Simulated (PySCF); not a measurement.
## C₆ coefficients of unlike pairs at PBE0

Calculated with PySCF 2.14 from the dipole response of each species, C₆(A,B) = (3/π) ∫ α_A(iu) α_B(iu) du, in atomic units, from isotropic polarisabilities. For ions this is the dispersion term alone; charge-induced terms of lower order in 1/R come first.

```json
{"species": "C", "configuration": "[He] 2s2 2p2 (3P)", "basis": "dyall-acv3z (15s9p4d2f)", "relativity": "none", "α (bohr³)": "12.60", "C₆ (like pair)": "50.53"}
{"species": "Ni⁺", "configuration": "[Ar] 3d9 (2D)", "basis": "aug-cc-pVTZ-DK (8s7p5d3f2g)", "relativity": "spin-free X2C", "α (bohr³)": "7.495", "C₆ (like pair)": "24.30"}
{"species": "Si³⁺", "configuration": "[Ne] 3s1 (2S)", "basis": "dyall-av3z (19s12p3d2f)", "relativity": "spin-free X2C", "α (bohr³)": "7.241", "C₆ (like pair)": "13.50"}
{"species": "Pt²⁺", "configuration": "[Xe] 4f14 5d8 (3F)", "basis": "aug-cc-pwCVTZ-PP with ECP60MDF (8s8p7d4f3g)", "relativity": "core potential", "α (bohr³)": "9.443", "C₆ (like pair)": "61.29"}
```

(1) Estimate C₆ for Pt²⁺ with Ni⁺.

No spin-orbit coupling is included.

The other pairs:

```
      pair     C₆
 Si³⁺, Ni⁺  16.82
   Si³⁺, C  25.89
   Pt²⁺, C  51.85
    Ni⁺, C  33.65
Pt²⁺, Si³⁺  25.43
```

## Answers

(1) The integral gives 38.23. The combination rule 2 C_A C_B / (C_A α_B/α_A + C_B α_A/α_B) gives 37.58 and the geometric mean 38.60.
